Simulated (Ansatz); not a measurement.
Reaction (ligand exchange at a Ga–F bond): `[OH][Ga]([OH])[F]` + `O[SiH3]` → `[OH][Ga]([OH])[O][SiH3]` + H–F

Computed with Ansatz on PBE0-D4/def2-TZVP structures; ΔE is electronic, products minus reactants. CCSD(T)/CBS adds triple-zeta CCSD(T) − MP2 to the extrapolated MP2 energy (def2 sets, frozen cores). This one scheme is used for every species. DFT in def2-TZVPP. B3LYP here is the variant with VWN-RPA as its local correlation; programs differ in this. For Ga outer-core shells are correlated without core-valence functions, which leaves a few kJ/mol of doubt a bond. Scalar relativity is left out up to krypton. Each species was taken in one conformer, which may not be the lowest.

`[OH][Ga]([OH])[F]`:

```xyz
6

O    -0.316    0.762   -1.260
Ga   -0.117    0.027    0.337
O     0.972   -1.323    0.649
F    -1.037    0.658    1.676
H    -0.945    1.488   -1.266
H     1.442   -1.613   -0.136
```

`O[SiH3]`:

```xyz
6

O    -0.968   -0.839   -0.048
Si    0.381    0.106    0.010
H    -1.820   -0.403   -0.042
H     0.455    1.030   -1.156
H     1.531   -0.825   -0.013
H     0.421    0.930    1.249
```

`[OH][Ga]([OH])[O][SiH3]`:

Z-matrix (Å, degrees):
```
Si
O 1 1.636
H 1 1.486 2 108.1
H 1 1.488 2 111.1 3 119.6
H 1 1.488 2 111.1 3 -119.5
Ga 2 1.766 1 138.2 3 -179.1
O 6 1.772 2 119.8 1 -179.8
O 6 1.769 2 119.1 1 0.2
H 7 0.960 6 113.1 2 0.0
H 8 0.960 6 113.4 2 180.0
```

H–F:

```xyz
2

F     0.242    0.375    0.113
H    -0.242   -0.375   -0.113
```

```json
{"level": "PBE-D4", "ΔE (kcal/mol)": "3.5", "difference from CCSD(T)/CBS": "2.8"}
{"level": "r2SCAN-D4", "ΔE (kcal/mol)": "3.6", "difference from CCSD(T)/CBS": "2.9"}
{"level": "PBE0-D4", "ΔE (kcal/mol)": "2.5", "difference from CCSD(T)/CBS": "1.8"}
{"level": "B3LYP-D4", "ΔE (kcal/mol)": "2.6", "difference from CCSD(T)/CBS": "1.9"}
{"level": "ωB97X-V", "ΔE (kcal/mol)": "3.4", "difference from CCSD(T)/CBS": "2.7"}
{"level": "ωB97M-V", "ΔE (kcal/mol)": "3.2", "difference from CCSD(T)/CBS": "2.5"}
{"level": "B2PLYP", "ΔE (kcal/mol)": "3.4", "difference from CCSD(T)/CBS": "2.7"}
{"level": "PBE", "ΔE (kcal/mol)": "4.9", "difference from CCSD(T)/CBS": "4.2"}
{"level": "r2SCAN", "ΔE (kcal/mol)": "4.0", "difference from CCSD(T)/CBS": "3.3"}
{"level": "PBE0", "ΔE (kcal/mol)": "3.7", "difference from CCSD(T)/CBS": "3.0"}
{"level": "B3LYP", "ΔE (kcal/mol)": "4.7", "difference from CCSD(T)/CBS": "4.0"}
{"level": "HF/def2-TZVPP", "ΔE (kcal/mol)": "3.5", "difference from CCSD(T)/CBS": "2.8"}
{"level": "MP2/def2-TZVPP", "ΔE (kcal/mol)": "1.0", "difference from CCSD(T)/CBS": "0.3"}
{"level": "SCS-MP2/def2-TZVPP", "ΔE (kcal/mol)": "1.7", "difference from CCSD(T)/CBS": "1.0"}
{"level": "CCSD/def2-TZVPP", "ΔE (kcal/mol)": "1.5", "difference from CCSD(T)/CBS": "0.8"}
{"level": "CCSD(T)/def2-TZVPP", "ΔE (kcal/mol)": "1.3", "difference from CCSD(T)/CBS": "0.6"}
{"level": "HF/def2-QZVPP", "ΔE (kcal/mol)": "3.7", "difference from CCSD(T)/CBS": "3.0"}
{"level": "MP2/def2-QZVPP", "ΔE (kcal/mol)": "0.7", "difference from CCSD(T)/CBS": "0.0"}
{"level": "SCS-MP2/def2-QZVPP", "ΔE (kcal/mol)": "1.5", "difference from CCSD(T)/CBS": "0.8"}
{"level": "HF/CBS(def2)", "ΔE (kcal/mol)": "3.7", "difference from CCSD(T)/CBS": "3.0"}
{"level": "MP2/CBS(def2)", "ΔE (kcal/mol)": "0.4", "difference from CCSD(T)/CBS": "-0.3"}
{"level": "CCSD/CBS(def2)", "ΔE (kcal/mol)": "0.9", "difference from CCSD(T)/CBS": "0.2"}
{"level": "CCSD(T)/CBS", "ΔE (kcal/mol)": "0.7", "difference from CCSD(T)/CBS": "0"}
```

Largest T1 diagnostic among the species: 0.014.

In def2-TZVPP, CCSD(T) changes the Hartree–Fock value by −2.2 kcal/mol (the triples alone add −0.2 kcal/mol) and MP2 by −2.5 kcal/mol. From PBE to PBE0 (25 % exact exchange), in def2-TZVPP and without D4, ΔE moves by −1.2 kcal/mol.
